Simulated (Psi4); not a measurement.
Relaxed torsion scan: C₈H₇NS, SMILES c1c[nH]c(-c2ccsc2)c1, singlet. Scanned: dihedral N3–C4–C5–C6; all other coordinates were relaxed at GFN2-xTB. Points at φ and −φ are mirror images.

Geometry of the scan point at 75° (Å):
```
17

C      2.5647    -0.9064    -0.4779
C      2.7087     0.3629     0.0097
N      1.4694     0.8883     0.1941
C      0.5259    -0.0245    -0.1793
C     -0.9050     0.2451    -0.0566
C     -1.6351     1.1053    -0.9241
C     -2.9579     1.1398    -0.6356
S     -3.3592     0.1187     0.6896
C     -1.7175    -0.3588     0.8551
C      1.1836    -1.1581    -0.5887
H      3.3551    -1.5861    -0.7277
H      3.5931     0.9241     0.2383
H      1.2685     1.8123     0.5387
H     -1.1782     1.6644    -1.7212
H     -3.7333     1.6965    -1.1231
H     -1.4417    -1.0594     1.6177
H      0.7227    -2.0586    -0.9432
```

Computed with Psi4 with PBE-D3(BJ)/def2-SVP // GFN2-xTB.

Scanned values (°): -165, -150, -135, -120, -105, -90, -75, -60, -45, -30, -15, 0, 15, 30, 45, 60, 75, 90, 105, 120, 135, 150, 165, 180.

### Question
Describe the profile: where are the wells and the tops?

### Answer
Lower than their neighbours: -15° (1.9 kJ/mol), 15° (1.9 kJ/mol), 180° (0.0 kJ/mol). Higher than their neighbours: -90° (16.6 kJ/mol), 0° (2.1 kJ/mol), 90° (16.6 kJ/mol). The whole profile spans 16.6 kJ/mol.
